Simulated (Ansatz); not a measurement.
Consider the ligand exchange at a B–C bond: `BC([SiH3])[SiH2]F` + `CC(N)F` → `BNC(C)F` + `F[SiH2]C[SiH3]`.

Gas-phase electronic energies from Ansatz, PBE0-D4/def2-TZVP geometries. CCSD(T)/CBS is the MP2 limit (def2-TZVPP, def2-QZVPP) plus CCSD(T) − MP2 in def2-TZVPP, frozen cores. One conformer a species, not always the lowest.

```tsv
species	CCSD(T)/CBS(def2) energy (Eh)
`BC([SiH3])[SiH2]F`	-745.66823
`CC(N)F`	-234.21706
`BNC(C)F`	-259.64176
`F[SiH2]C[SiH3]`	-720.28443
```

Work out ΔE.

ΔE = (-259.64176) + (-720.28443) − (-745.66823) − (-234.21706) = -0.04090 Eh = -107.4 kJ/mol.

Largest T1 diagnostic among the species: 0.012.

The D4 term adds +4.8 kJ/mol with B3LYP and +2.4 kJ/mol with PBE0; it sums over pairs of atoms, weighted by their polarisabilities, and B3LYP, whose exchange is more repulsive, gets the larger term. In def2-TZVPP, CCSD(T) changes the Hartree–Fock value by +8.5 kJ/mol (the triples alone add +1.2 kJ/mol) and MP2 by +10.2 kJ/mol.

B3LYP here is the variant with VWN-RPA as its local correlation; programs differ in this.
